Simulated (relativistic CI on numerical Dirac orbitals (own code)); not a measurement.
**How well does a small relativistic CI reproduce Ne⁴⁺?**

Computed by Dirac-Coulomb-Breit CI, KLI orbitals optimised for each configuration, model QED (radiative potential, 1s self-energy scaled to tabulated hydrogen-like ionisation energies), valence Slater integrals scaled by 0.85, configuration energies shifted to the measured levels that pair with them (semi-empirical) (own radial code, finite nucleus).

Configuration list (outside the closed core 1s2): 2s2 2p2, 2s 2p3, 2s2 2p 3s, 2s2 2p 3d, 2s 2p2 3p, 2s 2p2 3d, 2s2 2p 4s, 2s2 2p 4d, 2s2 2p 5d, 2s2 2p 6d, 2p4, 2s2 2p 3p, 2p3 3s, 2p3 3p, 2s 2p2 3s, 2p3 3d, 2s2 2p 4p, 2s2 2p 4f, 2s2 3s2, 2s2 3s 3p, 2s2 3s 3d, 2s2 3p2, 2s 2p2 4s, 2s2 3p 3d, 2s 2p2 4p, 2s 2p 3s2, 2s2 3d2, 2s 2p2 4d, 2s 2p2 4f, 2s 2p 3s 3p. Levels of other configurations are missing.

```
Configuration  Term (tabulated)  J  Measured (cm⁻¹)  Computed   Error  Purity (%)
      2s2 2p2                3P  0              0.0         0       0          98
      2s2 2p2                3P  1            412.4       410      -3          98
      2s2 2p2                3P  2           1110.1      1099     -11          98
      2s2 2p2                1D  2          30291.5     28402   -1889          98
      2s2 2p2                1S  0          63913.6     56452   -7461          95
       2s 2p3               3D°  3         175834.0    175834       0         100
       2s 2p3               3D°  2         175905.0    175908       3          99
       2s 2p3               3D°  1         175927.0    175936       9         100
       2s 2p3               3P°  0         208193.0    203742   -4451         100
       2s 2p3               1D°  2         270564.0    265034   -5530          99
    2s2 2p 3s               3P°  0         596254.0    596253      -1          96
    2s2 2p 3s               3P°  1         596626.0    596627       1          95
    2s2 2p 3s               3P°  2         597523.0    597524       1          96
    2s2 2p 3s               1P°  1         605231.0    604571    -660          96
    2s2 2p 3d               3F°  2         690000.0    691381    1381          69
    2s2 2p 3d               1D°  2         690691.0    692284    1593          68
    2s2 2p 3d               3D°  1         698231.0    698249      18          95
    2s2 2p 3d               3D°  2         698382.0    698409      27          93
    2s2 2p 3d               3D°  3         698735.0    698717     -18          96
    2s2 2p 3d               3P°  2         701765.0    701143    -622          93
    2s2 2p 3d               3P°  1         702074.0    701485    -589          95
    2s2 2p 3d               1P°  1         702412.0    709769    7357          96
    2s2 2p 3d               3P°  0         702459.0    701668    -791          96
    2s2 2p 3d               1F°  3         709956.0    709651    -305          96
    2s 2p2 3p               3S°  1         737160.0    740137    2977          97
    2s 2p2 3p               3P°  0         765440.0    765440       0          99
    2s 2p2 3p               3P°  1         765640.0    765569     -71          99
    2s 2p2 3p               3P°  2         766000.0    765823    -177          99
    2s 2p2 3d                5P  3         798633.0    797996    -637          98
    2s 2p2 3d                5P  2         798804.0    798276    -528          98
    2s 2p2 3d                5P  1         799011.0    798448    -563          99
    2s 2p2 3d                3P  2         800820.0    800906      86          98
    2s 2p2 3d                3P  1         801310.0    801310       0          98
    2s 2p2 3d                3P  0         801550.0    801512     -38          98
    2s2 2p 4s               1P°  1         805284.0    805284       0          95
    2s 2p2 3d                3F  2         805570.0    806284     714          99
    2s 2p2 3d                3F  3         805940.0    806642     702          99
    2s 2p2 3d                3F  4         806390.0    807108     718         100
    2s 2p2 3p               1F°  3         825080.0    827171    2091          96
    2s2 2p 4d               1D°  2         838623.0    838274    -349          80
    2s2 2p 4d               1F°  3         846487.0    846836     349          96
    2s 2p2 3d                3S  1         883150.0    884265    1115          97
    2s 2p2 3d                1F  3         887280.0    876050  -11230          94
    2s2 2p 5d               1F°  3         908570.0    908570       0          96
    2s2 2p 6d               1F°  3         942950.0    942950       0          94
```

Measured levels from NIST levels in Podobedova, Fuhr, Reader and Wiese, J. Phys. Chem. Ref. Data 33, 525 (2004); pairs were made by configuration, J and term (by order where the table uses no LS term), so strongly mixed levels may be paired wrongly.

Mean error by configuration (cm⁻¹): 2s2 2p2 -2341; 2s 2p3 -1994; 2s2 2p 3s -165; 2s2 2p 3d 805; 2s 2p2 3p 964; 2s 2p2 3d -878; 2s2 2p 4s 0; 2s2 2p 4d 0; 2s2 2p 5d 0; 2s2 2p 6d 0. Over the excited levels the mean absolute error is 1252 cm⁻¹ (44 of the 44 excited levels that our extract of the source holds in range could be paired), and the median relative error of those above 1,000 cm⁻¹ is 0.066 %, both after the shifts were fitted to these levels, so that a configuration with one level shows no error.

Configurations whose levels could be paired with our table of measured levels were shifted onto them, all but the ground configuration, by the median error of their levels; single terms can still be off by 1,000 to 2,000 cm⁻¹ or more, and rates follow the energies as ν³ (E1, M1) or ν⁵ (E2). The others borrow a shift and can be off by several thousand cm⁻¹ or more. 44 of the 44 excited levels that our extract of the measured tables holds in this range could be paired (the sources list more); they are missed by 1252 cm⁻¹ on average and 11230 at most, after the shifts were fitted to these levels, and levels without a partner can miss by more.

Shifts applied (cm⁻¹): 2s2 2p2 0; 2s 2p3 -4563; 2s2 2p 3s 470; 2s2 2p 3d -951; 2s 2p2 3p -3380; 2s 2p2 3d -4355; 2s2 2p 4s -11027; 2s2 2p 4d -11594; 2s2 2p 5d -11937; 2s2 2p 6d -11648.
